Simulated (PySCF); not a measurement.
Species: C8H9NO.
Structure used (PBE0-D3(BJ)/def2-SVP), in Å, numbered top down from 1:
```
atom  x, y, z in Å
N1     3.408    0.608    0.142
C2     2.503   -0.311   -0.299
O3     2.840   -1.343   -0.848
C4     1.075    0.039   -0.076
C5     0.060   -0.817   -0.364
C6    -1.211   -0.165   -0.027
C7    -0.846    1.169    0.486
C8     0.502    1.281    0.453
C9    -2.481   -0.409   -0.840
C10   -2.397   -0.953    0.528
H11    3.141    1.389    0.721
H12    4.388    0.371    0.066
H13    0.181   -1.818   -0.777
H14   -1.563    1.918    0.822
H15    1.066    2.165    0.759
H16   -2.385   -1.090   -1.688
H17   -3.108    0.467   -1.024
H18   -2.963   -0.467    1.326
H19   -2.243   -2.026    0.663
```

Computed, not measured: PBE0-D3(BJ)/def2-SVP geometry optimisation, gas phase in PySCF.

Masses are those of the commonest isotopes; rigid-rotor values at the optimised geometry. The values belong to one conformer with, in the numbering `[NH2:1][C:2](=[O:3])[C:4]1=[CH:5][C:6]2([CH:7]=[CH:8]1)[CH2:9][CH2:10]2`, H–N1–C2–O3 -170° and -5°, N1–C2–C4–C5 -175°.

(1) Give the principal moments of inertia and the rotational constants in cm⁻¹.

(2) Classify the top.

(3) Is it planar, by Δ = Ic − Ia − Ib?

(4) Give the other two planar moments, Paa and Pbb, and the rms extents of the mass along the axes.

(5) Where do the levels up to J = 3 lie, in K?

(6) Which types of transition are allowed, and where do some lines up to J = 5 fall?

(7) Estimate the classical rotational partition function at 25 K, 298.15 K and 500 K.

Answers

(1) Ia = 148.25, Ib = 613.10, Ic = 721.62 u·Å²; 505379 MHz·u·Å²/I gives 3409, 824.3 and 700.3 MHz, that is A = 0.11371, B = 0.02750, C = 0.02336 cm⁻¹.

(2) A near-prolate asymmetric top: κ = (2 × 824.3 − 3409 − 700.3)/(3409 − 700.3) = -0.91.

(3) Not planar: Δ = Ic − Ia − Ib = -39.73 u·Å². For a rigid frame Δ = −2 Σ m c², so Σ m c² = 19.87 u·Å² lies off the ab plane: 6.59 from hydrogen and 13.28 from heavier atoms. The atom farthest from that plane is 1.34 Å away.

(4) Paa = Σ m a² = (Ib + Ic − Ia)/2 = 593.23 and Pbb = Σ m b² = (Ia + Ic − Ib)/2 = 128.39 u·Å². With the mass M = 135.07 u, the rms extents √(P/M) along a, b and c are 2.10, 0.97, 0.38 Å.

(5) Above 0(0,0), as E/k:
J = 1: 1(0,1) 0.073, 1(1,1) 0.197, 1(1,0) 0.203
J = 2: 2(0,2) 0.219, 2(1,2) 0.338, 2(1,1) 0.355, 2(2,1) 0.728, 2(2,0) 0.728
J = 3: 3(0,3) 0.438, 3(1,3) 0.548, 3(1,2) 0.584, 3(2,2) 0.947, 3(2,1) 0.948, 3(3,1) 1.582, 3(3,0) 1.582

(6) The dipole components are |μa| = 1.99 D, |μb| = 2.99 D, |μc| = 0.55 D. The squared components, which scale the intensities, stand as 0.45 : 1.00 : 0.03 (a : b : c). Some lines, for components of 0.1 D or more:

```tsv
type	branch	J(Ka,Kc)	MHz	lower level (cm⁻¹)
a	Q	2(1,1) ← 2(1,2)	372	0.235
b	R	5(1,4) ← 4(2,3)	585	0.862
a	Q	4(1,3) ← 4(1,4)	1239	0.576
c	Q	5(1,5) ← 5(0,5)	1838	0.758
b	R	3(0,3) ← 2(1,2)	2092	0.235
b	Q	5(1,4) ← 5(0,5)	3695	0.758
c	R	1(1,0) ← 0(0,0)	4233	0.000
a	R	3(2,2) ← 2(2,1)	4574	0.506
c	Q	5(2,4) ← 5(1,4)	7029	0.881
a	R	5(0,5) ← 4(0,4)	7538	0.506
c	Q	3(2,2) ← 3(1,2)	7571	0.406
b	Q	3(2,2) ← 3(1,3)	8314	0.381
b	R	5(1,5) ← 4(0,4)	9376	0.506
b	R	2(2,0) ← 1(1,1)	11055	0.137
b	Q	5(3,2) ← 5(2,3)	13123	1.121
b	Q	4(3,2) ← 4(2,3)	13247	0.862
b	R	3(3,1) ← 2(2,0)	17805	0.506
b	R	3(3,0) ← 2(2,1)	17809	0.506
b	Q	5(4,1) ← 5(3,2)	18511	1.558
b	Q	5(4,2) ← 5(3,3)	18514	1.558
b	Q	4(4,1) ← 4(3,2)	18518	1.303
b	R	4(3,2) ← 3(2,1)	19321	0.659
c	Q	5(5,1) ← 5(4,1)	23810	2.176
c	R	4(4,1) ← 3(3,1)	24625	1.100
c	R	5(4,1) ← 4(3,1)	26150	1.303
c	R	5(4,2) ← 4(3,2)	26151	1.303
c	R	5(5,0) ← 4(4,0)	31443	1.921
```

(7) Point group C1, symmetry number σ = 1; q = (√π/σ)·√((kT/h)³/(ABC)), k/h = 20836.6 MHz/K: 15000 at 25 K, 619000 at 298.15 K, 1340000 at 500 K.

PBE0-D3(BJ)/def2-SVP frequencies: not computed here. Constants of a rigid frame at the computed geometry: no zero-point averaging, no centrifugal distortion. Quadrupole hyperfine structure (14N) is left out.

Time: 3.3 min; peak memory 0.76 GiB. Hardware: an Arm Neoverse N1 with one thread, no GPU, shared host with 64 logical CPUs at a one-minute load of 61. This is the geometry optimisation.
